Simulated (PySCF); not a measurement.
Sn(F)(Cl)(OH)2 (ClFH2O2Sn), SMILES [OH][Sn]([OH])([Cl])[F].

Geometry: PBE-D3(BJ)/def2-SVP. The structure was generated by enumeration; whether it is a known compound was not checked. The def2 effective core potentials stand for the cores of Sn; spin–orbit coupling is left out. Other conformers were not sampled.

Computed with PBE-D3(BJ)/def2-SVP run with PySCF.

Frequencies are harmonic and unscaled.

| mode | ν (cm⁻¹) | IR (km/mol) | moving atoms (share of kinetic energy) |
|---|---|---|---|
| 1 | 80 | 54.2 | H 40 %, O 34 %, F 16 %, Cl 9 % |
| 2 | 93 | 10.7 | H 66 %, O 14 %, F 13 % |
| 3 | 127 | 5.1 | O 44 %, Cl 19 %, H 18 %, F 12 % |
| 4 | 142 | 13.7 | O 28 %, Cl 22 %, Sn 21 %, H 15 %, F 14 % |
| 5 | 162 | 30.1 | O 42 %, F 32 %, Sn 18 % |
| 6 | 171 | 31.3 | O 46 %, F 22 %, Sn 15 %, H 13 % |
| 7 | 209 | 107.9 | H 53 %, O 32 %, F 13 % |
| 8 | 376 | 42.3 | Cl 77 %, Sn 20 % |
| 9 | 592 | 32.8 | O 68 %, F 25 % |
| 10 | 617 | 62.7 | F 43 %, O 40 %, Sn 16 % |
| 11 | 627 | 63.2 | O 64 %, F 18 %, Sn 16 % |
| 12 | 874 | 59.4 | H 93 % |
| 13 | 894 | 73.3 | H 93 % |
| 14 | 3683 | 91.6 | H 94 % |
| 15 | 3686 | 71.4 | H 94 % |
